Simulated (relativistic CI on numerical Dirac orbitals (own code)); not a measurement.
## Br²⁷⁺: sensitivity of the levels to the model

Base calculation: Dirac-Coulomb-Breit CI, separate exchange-only KLI orbitals for each configuration, model QED (radiative potential, 1s self-energy scaled to tabulated hydrogen-like ionisation energies), unscaled Slater integrals.

Configurations in the expansion (outside the closed core 1s2): 2s2.2p4, 2s.2p5, 2p6, 2p5.3s, 2p5.3p, 2p5.3d, 2s2.2p3.3s, 2s2.2p3.3p, 2s2.2p3.3d, 2s.2p4.3s, 2s.2p4.3p, 2s.2p4.3d, 2s2.2p3.4s, 2s2.2p3.4p, 2s2.2p3.4d, 2s2.2p3.4f. Levels of other configurations are missing.

The lowest level and the first level of each name with at least 55 % of one term (blank where a level has no safe partner in the second run):

| Level | Base (eV) | Shift (eV) |
| --- | --- | --- |
| 2s2.2p4 3P_2 | 0.00 | 0.00 |
| 2s2.2p4 3P_1 | 45.99 | +0.59 |
| 2s2.2p4 1D_2 | 58.53 | +1.24 |
| 2s.2p5 3P°_2 | 196.57 | -0.19 |
| 2s.2p5 3P°_1 | 218.59 | -0.07 |
| 2s.2p5 3P°_0 | 246.93 | +0.52 |
| 2s.2p5 1P°_1 | 278.19 | +0.54 |
| 2p6 1S_0 | 446.97 | -0.71 |
| 2s2.2p3.3s 3D°_3 | 1741.11 | +3.03 |
| 2s2.2p3.3s 1D°_2 | 1744.60 | +2.92 |
| 2s2.2p3.3s 3P°_0 | 1756.79 | +1.80 |
| 2s2.2p3.3s 3P°_1 | 1758.39 | +1.90 |
| 2s2.2p3.3p 3P_0 | 1760.61 | +1.19 |
| 2s2.2p3.3p 3F_3 | 1783.96 | +2.51 |

At this charge energies of transitions that change n are usually good to better than 1 %, and those within a shell (Δn = 0) to a few per cent.

Problem. One thing was changed in a second run, which moved the levels as shown. Which?
A. configuration mixing switched off
B. QED terms removed
C. P86 correlation estimate
D. Breit term removed
E. only the first 3 configurations

Solution. D. Breit term removed. The Breit term mainly narrows fine-structure intervals, so removing it widens them.

LS names give the leading component of a level, which can be under half, so a name can repeat, a term be missing and a line seem to break the LS rules.
